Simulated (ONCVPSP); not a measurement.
# Zn (Z = 30): excitation energies, all-electron against ONCV

Zn (Z = 30), optimised norm-conserving Vanderbilt (ONCV), made with ONCVPSP 4.0.1 (PBE, scalar-relativistic). Core [Ar], reference 3d10 4s2. Waves: 4s: rc 2.10 bohr, ncon 3, nbas 8, qcut 2.4 1/bohr, 2 projectors, debl 2.7 Ha; p scattering state at 0.2 Ha: rc 1.65 bohr, ncon 4, nbas 9, qcut 5.8 1/bohr, 1 projector; 3d: rc 1.00 bohr, ncon 4, nbas 8, qcut 15.9 1/bohr, local. Local part: the d channel. Core correction: none.

Energies are relative to the spin-unpolarised reference configuration 3d10 4s2; without spin polarisation the order of configurations can differ from experiment.

| valence configuration | charge | ΔE all-electron (eV) | error AE − PS (meV) |
| --- | --- | --- | --- |
| 3d10 4s0 | +2 | 28.331 | +17 |
| 3d9 4s0 | +3 | 68.865 | -142 |
| 3d10 4s1.5 | +0.5 | 3.941 | +1.0 |

Question: What are ΔE and the potential's error for 3d10 4s1?

Answer: ΔE = 9.889 eV all-electron; the error (AE − PS) is +3.0 meV.

Levels in the configuration 3d10 4s1.5:

```json
{"level": "3d", "all-electron (eV)": "-14.740", "pseudo (eV)": "-14.739"}
{"level": "4s", "all-electron (eV)": "-9.841", "pseudo (eV)": "-9.837"}
```

Note: ghosts flagged at negative energy: s at -251.1 eV, p at -168.6 eV; GHOST(+) flagged for s at 117.8 eV. A true bound ghost makes a file unfit for plane-wave use.
